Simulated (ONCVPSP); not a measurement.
Before and after: ONCV potential for tungsten

- Element: tungsten (W)
- Generator: ONCVPSP 4.0.1
- Type: optimised norm-conserving Vanderbilt (ONCV)
- Functional: PBE
- Relativity: fully relativistic
- Frozen core: [Kr] 4d10 4f14 5s2
- Valence charge: 12
- Reference configuration: 5p6 5d4 6s1.5 (charge +0.5)
- Partial waves: 6s: rc 2.55 bohr, ncon 4, nbas 7, qcut 2.2 1/bohr, 2 projectors, debl 2.6 Ha; 5p: rc 1.30 bohr, ncon 4, nbas 8, qcut 5.5 1/bohr, 2 projectors, debl 3.2 Ha; 5d: rc 2.45 bohr, ncon 5, nbas 10, qcut 6.6 1/bohr, 2 projectors, debl 3.4 Ha
- Local potential: polynomial inside 1.00 bohr (lpopt 5, dvloc0 0 Ha)
- Core correction: none

Open shells are filled in proportion to 2j + 1.

All-electron outer shells of the reference configuration (PBE, scalar-relativistic, ld1.x):

```json
{"shell": "5p", "level (eV)": "-46.81", "outermost node (bohr)": "0.57", "outermost maximum (bohr)": "1.09"}
{"shell": "4f", "level (eV)": "-36.79", "outermost node (bohr)": "–", "outermost maximum (bohr)": "0.43"}
{"shell": "6s", "level (eV)": "-8.86", "outermost node (bohr)": "1.28", "outermost maximum (bohr)": "2.61"}
{"shell": "5d", "level (eV)": "-7.98", "outermost node (bohr)": "0.63", "outermost maximum (bohr)": "1.49"}
```

Change: s: ncon 3, nbas 6.

Cutoffs: the cutoffs (Ha) at which the residual kinetic energy of the hardest occupied pseudo-wave falls to 1 and 0.1 mHa per electron; they do not see the model core or the augmentation charge, which bear on the density cutoff. Errors are all-electron minus pseudo energies relative to the spin-unpolarised reference configuration.

Problem. How do hardness, ghosts and transferability respond?

Solution. The potential gets neither clearly harder nor softer (105 Ha and 126 Ha → 105 Ha and 126 Ha); both files keep a bound ghost (s); of the 4 tests that both files solve, the error grows in 0 and shrinks in 3 by more than 15 % and 0.3 meV (median size 0.9 → 0.6 meV).

```csv
quantity,base,changed
"cutoff, loose",105 Ha,105 Ha
"cutoff, tight",126 Ha,126 Ha
loose cutoff by channel,"s 6.4 Ha, p 105 Ha, d 14 Ha","s 5.8 Ha, p 105 Ha, d 14 Ha"
bound ghosts,s,s
GHOST(+) flags under 300 eV,"s at 51.0 eV, p3/2 at 281.6 eV","s at 51.3 eV, p3/2 at 281.6 eV"
"error for 5p6 5d4 6s2, meV [ΔE -3.64 eV]",-0.9,-0.9
"error for 5p6 5d4 6s1, meV [ΔE 5.25 eV]",-0.8,-0.3
"error for 5p6 5d4 6s0, meV [ΔE 20.94 eV]",-4.2,-2.3
"error for 5p6 5d4.5 6s1.5, meV [ΔE -2.94 eV]",-0.7,-0.2
s: phases at 2.59 bohr within 0.05 rad from the reference energy up to (Ha; the scan ends near 5),1.8,1.8
p3/2: phases at 1.32 bohr within 0.05 rad from the reference energy up to (Ha; the scan ends near 5),to the end of the scan,to the end of the scan
p1/2: phases at 1.32 bohr within 0.05 rad from the reference energy up to (Ha; the scan ends near 5),to the end of the scan,to the end of the scan
d5/2: phases at 2.48 bohr within 0.05 rad from the reference energy up to (Ha; the scan ends near 5),to the end of the scan,to the end of the scan
d3/2: phases at 2.48 bohr within 0.05 rad from the reference energy up to (Ha; the scan ends near 5),to the end of the scan,to the end of the scan
```

 A true bound ghost makes a file unfit for plane-wave use even where its test errors are small: the radial tests pick states by their node count and pass the ghost by.
